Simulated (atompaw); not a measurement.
# Logarithmic derivatives: Al, PAW (atompaw)

```json
{"Element": "Al (Z = 13)", "Generator": "atompaw 4.2.0.5", "Type": "PAW", "Functional": "PBE", "Relativity": "non-relativistic", "Frozen core": "[He]", "Valence charge": "11", "Reference configuration": "2s2 2p6 3s1 3p0 (charge +2)", "Partial waves": "2s (bound): rc 0.80 bohr; 3s (bound): rc 1.05 bohr; 2p (bound): rc 0.70 bohr; 3p (bound, empty): rc 1.05 bohr; 3d channel at 0.2 Ry: rc 1.05 bohr", "Local potential": "bessel scheme, radius 1.00 bohr", "Core correction": "smooth core density matched at 0.80 bohr", "Augmentation charge": "besselshape compensation charge, radius 0.80 bohr; PAW radius 1.05 bohr; waves and projectors: custom rrkj gramschmidtortho"}
```

The phase is arctan(r·u′/u) with u = r·R(r), unwrapped; energies in Ry, scanned from -11 to 5 Ry. A pole is an energy at which the radial function vanishes at the test radius. The pseudo phase is shifted by a multiple of π to meet the all-electron one at the reference energy, and phase errors are pseudo minus all-electron; the curves can meet again beyond the range given. Levels narrower than the energy grid can be missing from the lists of poles.

**Question.** For each channel, where are the poles, and over which energies does the pseudopotential scatter like the atom?

**Answer.**

```csv
channel,radius (bohr),reference energy (Ry),"poles, all-electron","poles, pseudo",unbroken range about the reference energy with phases within 0.05 rad,phase error 1 Ry above the reference energy (rad)
s,1.06,-1.74,-7.47,-7.47,the whole range,+0.000
p,1.06,-1.26,-4.97,-4.96,the whole range,+0.000
d,1.06,0.20,none,none,the whole range,+0.000
```

Phases in the p channel:

```json
{"E (Ry)": "-11.00", "all-electron": "1.129", "pseudo": "1.131"}
{"E (Ry)": "-10.52", "all-electron": "1.093", "pseudo": "1.096"}
{"E (Ry)": "-10.04", "all-electron": "1.047", "pseudo": "1.050"}
{"E (Ry)": "-9.56", "all-electron": "0.983", "pseudo": "0.986"}
{"E (Ry)": "-9.08", "all-electron": "0.890", "pseudo": "0.893"}
{"E (Ry)": "-8.60", "all-electron": "0.741", "pseudo": "0.744"}
{"E (Ry)": "-8.12", "all-electron": "0.478", "pseudo": "0.481"}
{"E (Ry)": "-7.64", "all-electron": "0.004", "pseudo": "0.007"}
{"E (Ry)": "-7.16", "all-electron": "-0.612", "pseudo": "-0.611"}
{"E (Ry)": "-6.68", "all-electron": "-1.054", "pseudo": "-1.054"}
{"E (Ry)": "-6.20", "all-electron": "-1.299", "pseudo": "-1.299"}
{"E (Ry)": "-5.72", "all-electron": "-1.441", "pseudo": "-1.440"}
{"E (Ry)": "-5.24", "all-electron": "-1.532", "pseudo": "-1.532"}
{"E (Ry)": "-4.76", "all-electron": "-1.596", "pseudo": "-1.596"}
{"E (Ry)": "-4.28", "all-electron": "-1.645", "pseudo": "-1.645"}
{"E (Ry)": "-3.80", "all-electron": "-1.684", "pseudo": "-1.684"}
{"E (Ry)": "-3.32", "all-electron": "-1.717", "pseudo": "-1.717"}
{"E (Ry)": "-2.84", "all-electron": "-1.746", "pseudo": "-1.746"}
{"E (Ry)": "-2.36", "all-electron": "-1.773", "pseudo": "-1.773"}
{"E (Ry)": "-1.88", "all-electron": "-1.798", "pseudo": "-1.798"}
{"E (Ry)": "-1.40", "all-electron": "-1.822", "pseudo": "-1.822"}
{"E (Ry)": "-0.92", "all-electron": "-1.846", "pseudo": "-1.846"}
{"E (Ry)": "-0.44", "all-electron": "-1.870", "pseudo": "-1.870"}
{"E (Ry)": "0.04", "all-electron": "-1.896", "pseudo": "-1.895"}
{"E (Ry)": "0.52", "all-electron": "-1.922", "pseudo": "-1.922"}
{"E (Ry)": "1.00", "all-electron": "-1.951", "pseudo": "-1.950"}
{"E (Ry)": "1.48", "all-electron": "-1.982", "pseudo": "-1.980"}
{"E (Ry)": "1.96", "all-electron": "-2.017", "pseudo": "-2.014"}
{"E (Ry)": "2.44", "all-electron": "-2.055", "pseudo": "-2.051"}
{"E (Ry)": "2.92", "all-electron": "-2.099", "pseudo": "-2.093"}
{"E (Ry)": "3.40", "all-electron": "-2.150", "pseudo": "-2.141"}
{"E (Ry)": "3.88", "all-electron": "-2.210", "pseudo": "-2.196"}
{"E (Ry)": "4.36", "all-electron": "-2.281", "pseudo": "-2.261"}
{"E (Ry)": "4.84", "all-electron": "-2.367", "pseudo": "-2.337"}
```
